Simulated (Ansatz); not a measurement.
C3H8GeO2 (`CC(C)[O][Ge][OH]`). Charge 0, multiplicity 1. All single points use the PBE0-D4/def2-TZVP geometry. It is one conformer, not always the lowest.

```xyz
14

C     1.157    0.766    0.828
C    -0.170    0.066    0.607
C    -0.038   -1.443    0.706
O    -0.736    0.487   -0.620
Ge   -0.508   -0.244   -2.246
O    -1.489    0.989   -3.069
H     1.554    0.548    1.823
H     1.891    0.434    0.087
H     1.038    1.847    0.732
H    -0.870    0.399    1.384
H     0.693   -1.826   -0.013
H    -0.997   -1.930    0.515
H     0.297   -1.732    1.705
H    -1.822    1.641   -2.441
```

**Question.** What is the dipole moment at r2SCAN/def2-TZVPP? (Estimate.)

**Answer.** Computed: 2.35 D, with components (0.79, -0.50, 2.15) D in this frame, pointing from negative to positive charge.

**Question.** And with PBE, B3LYP, ωB97M-V? (Best estimate.)

**Answer.** Computed: PBE 2.29 D, B3LYP 2.36 D, ωB97M-V 2.31 D.

**Question.** Give the Mulliken charges with r2SCAN, B3LYP, PBE in def2-TZVPP. (Best estimate.)

**Answer.** Ansatz gave: 
```csv
atom,r2SCAN,B3LYP,PBE
C1,-0.15,-0.25,-0.25
C2,0.25,0.17,0.14
C3,-0.17,-0.28,-0.27
O4,-0.44,-0.44,-0.36
Ge5,0.46,0.50,0.40
O6,-0.44,-0.43,-0.38
H7,0.04,0.07,0.07
H8,0.03,0.07,0.07
H9,0.05,0.09,0.09
H10,0.01,0.06,0.06
H11,0.06,0.08,0.08
H12,0.06,0.09,0.09
H13,0.04,0.08,0.08
H14,0.19,0.17,0.17
```

B3LYP here is the variant with VWN-RPA as its local correlation; programs differ in this.
